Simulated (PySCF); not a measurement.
## `S([SiH2][SiH2]C)(C)(=O)=O`, C₂H₁₀O₂SSi₂

Geometry:
| atom | x (Å) | y (Å) | z (Å) |
| --- | --- | --- | --- |
| C1 | -3.390 | 0.026 | -0.316 |
| Si2 | -1.667 | -0.545 | -0.817 |
| Si3 | -0.038 | 0.301 | 0.642 |
| S4 | 1.766 | -0.025 | -0.636 |
| C5 | 3.256 | 0.239 | 0.321 |
| O6 | 1.729 | -1.454 | -0.990 |
| O7 | 1.747 | 0.998 | -1.690 |
| H8 | -3.465 | 1.124 | -0.337 |
| H9 | -4.136 | -0.381 | -1.016 |
| H10 | -3.648 | -0.321 | 0.696 |
| H11 | -1.295 | -0.046 | -2.172 |
| H12 | -1.557 | -2.032 | -0.775 |
| H13 | 0.161 | -0.473 | 1.904 |
| H14 | -0.119 | 1.759 | 0.954 |
| H15 | 3.314 | 1.293 | 0.619 |
| H16 | 3.264 | -0.438 | 1.185 |
| H17 | 4.072 | -0.012 | -0.372 |

Method used: PySCF, quadratic response CAM-B3LYP/def2-SVPD first hyperpolarisability, Taylor convention, gas phase. Geometry: PBE0-D3(BJ)/def2-SVP.

**Question.** Give the tensor of the static β(0;0,0) in the axes of these coordinates.

**Answer.** In au, Taylor convention; rows are the first index (the induced dipole):
```tsv
	xx	yy	zz	xy	xz	yz
x	-2.6	+10.9	+31.5	-26.7	-111.2	+7.0
y	-26.7	-33.0	-2.1	+10.9	+7.0	-42.3
z	-111.2	-42.3	-112.2	+7.0	+31.5	-2.1
```
Norm of βᵢ = ⅓ Σⱼ (βᵢⱼⱼ + βⱼᵢⱼ + βⱼⱼᵢ): 275.7 au, hyper-Rayleigh value 108.1 au.
